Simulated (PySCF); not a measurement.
**Energy of Ta (tantalum, neutral) between two integer charges**

The 6s beta orbital of [Xe] 4f14 5d3 6s2 is emptied in steps (occupation f), with all orbitals relaxed, ending at [Xe] 4f14 5d3 6s1. All numbers are calculated (PySCF 2.14, a scalar-relativistic core potential, in aug-cc-pVTZ-PP with ECP60MDF (6s6p5d3f2g, 88 functions)). The exact energy is a straight line in f; departures are measured from the line between the end points of the same method.

Task: Among PBE0, r2SCAN, LC-wPBE, which shows the largest delocalisation error (convex curve), and which is closest to linear?

Result: Most convex: r2SCAN (-0.507 eV at f = 0.5); closest to linear: LC-wPBE (0.036 eV).

```csv
f,PBE0 (eV),r2SCAN (eV),LC-wPBE (eV)
1,0.000,0.000,0.000
0.9,-0.168,-0.196,0.017
0.7,-0.393,-0.444,0.036
0.5,-0.469,-0.507,0.036
0.3,-0.392,-0.398,0.025
0.1,-0.162,-0.148,0.010
0,0.000,0.000,0.000
```

| method | E(f=0) − E(f=1) (eV) | −ε at f=1 (eV) | −ε at f=0.5 (eV) |
| --- | --- | --- | --- |
| PBE0 | 7.045 | 5.177 | 7.045 |
| r2SCAN | 6.830 | 4.635 | 6.957 |
| LC-wPBE | 6.807 | 6.998 | 6.772 |

As f goes to zero the orbital energy of a semilocal functional can turn back, because the density of that orbital vanishes from the exchange-correlation potential.

Reference removal energy between the ground levels: 7.550 eV (measured; NIST Atomic Spectra Database, ionization energies). The calculation has no spin-orbit coupling.
